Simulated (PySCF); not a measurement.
Stretching TeP

Set-up: basis Te def2-SVPD with ECP28, P def2-SVPD; scalar-relativistic core potentials; PySCF 2.14. Energies in eV from Te + P in their ground configurations at the same level. State: ²Π (doublet), unpaired electrons π ↑.

```tsv
R (Å)	PBE0	r²SCAN
1.942	-1.397	-1.350
2.032	-2.328	-2.305
2.123	-2.830	-2.831
2.190	-3.001	-3.021
2.258	-3.043	-3.080
2.326	-2.989	-3.043
2.416	-2.824	-2.891
2.529	-2.548	-2.621
2.664	-2.179	-2.253
2.845	-1.687	-1.758
```

Put a parabola through the three lowest points of the PBE0 curve and estimate Re, k and ωe (reduced mass 25.01 u; 1 eV/Å² = 0.16022 mdyn/Å; ωe = 1302.8·√(k/μ) cm⁻¹).

Through R = 2.19, 2.258, 2.326 Å the second-order coefficient is 10.4 eV/Å², so Re ≈ 2.254 Å, k ≈ 3.33 mdyn/Å and ωe ≈ 475 cm⁻¹. A polynomial fit of higher order to the unrounded PBE0 energies gives Re = 2.250 Å, k = 3.42 mdyn/Å, ωe = 482 cm⁻¹; anharmonicity and rounding make the difference.

The higher-order fit for each curve: PBE0: Re = 2.250 Å, ωe = 482 cm⁻¹, De = 3.04 eV; r²SCAN: Re = 2.262 Å, ωe = 474 cm⁻¹, De = 3.08 eV.

⟨S²⟩ of the unrestricted solution departs from its pure value on part of the curve, where spin states mix. Spin–orbit coupling is left out, which matters for elements this heavy, above all for dissociation energies. The state was picked by a PBE0 search and need not be the measured ground state.
